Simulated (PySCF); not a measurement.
Estimate the missing entries of this data sheet.

C4H9FN4Si.
SMILES: `CN[Si@H](N)N1C=NC=C1F`

Conformer (atom-mapped SMILES and torsion angles): `[CH3:1][NH:2][Si@H:3]([NH2:4])[n:5]1[cH:6][n:7][cH:8][c:9]1[F:10]`: C1–N2–Si3–N4 176°, N2–Si3–N5–C6 98°, H–N4–Si3–N2 -169°, H–N4–Si3–N2 57°.

| property | level | value |
| --- | --- | --- |
| point group of the GFN2-xTB geometry | GFN2-xTB | ? |
| rotational constants A, B, C of the GFN2-xTB geometry | GFN2-xTB | ? |
| dipole moment | PBE0/pcSseg-1 | ? |
| HOMO energy | PBE0/pcSseg-1 | ? |
| LUMO energy | PBE0/pcSseg-1 | 0.51 eV |
| 13C chemical shifts (computed TMS as zero) by class | GIAO PBE0/pcSseg-1 | ? |
| 1H chemical shifts (computed TMS as zero) by class | GIAO PBE0/pcSseg-1 | ? |
| isotropic shieldings of nuclei other than C and H, by class | GIAO PBE0/pcSseg-1 | ? |

Gas-phase values; electronic properties from PySCF, density fitting. Isolated species at its GFN2-xTB geometry (one conformer only). GFN2-xTB frequencies show an imaginary mode (45i cm⁻¹), so this geometry is no minimum at that level.

Task: Give the dipole moment.

Result: 4.56 D.

Task: What are the 13C chemical shifts (computed TMS as zero) by class?

Result: 161.0 (1 C), 130.9 (1 C), 113.7 (1 C), 28.8 (1 C) ppm.

Task: Give the 1H chemical shifts (computed TMS as zero) by class.

Result: 7.00 (1 H), 6.78 (1 H), 5.60 (1 H), 2.88 (3 H), 0.74 (1 H), 0.46 (2 H) ppm.

Task: The point group of the GFN2-xTB geometry?

Result: C1.

Task: What are the rotational constants A, B, C of the GFN2-xTB geometry?

Result: 1.654, 0.937, 0.702 GHz.

Task: The isotropic shieldings of nuclei other than C and H, by class?

Result: -38 (1 N), 72 (1 N), 234 (1 N), 257 (1 N), 335 (1 F), 393 (1 Si) ppm.

Task: The HOMO energy?

Result: -6.45 eV.

The rotational constants make it an asymmetric top with κ = (2B − A − C)/(A − C) = -0.51, nearer the prolate limit (−1). With B = h/(8π²I), that is 505.379 GHz u Å² over I, the principal moments of inertia are 305.5, 539.4 and 719.4 u Å² (most abundant isotopes); the inertial defect Ic − Ia − Ib is -125.5 u Å² (zero for a rigid planar frame, negative otherwise). In atomic units the dipole is 1.80 e·bohr (1 au = 2.5417 D).
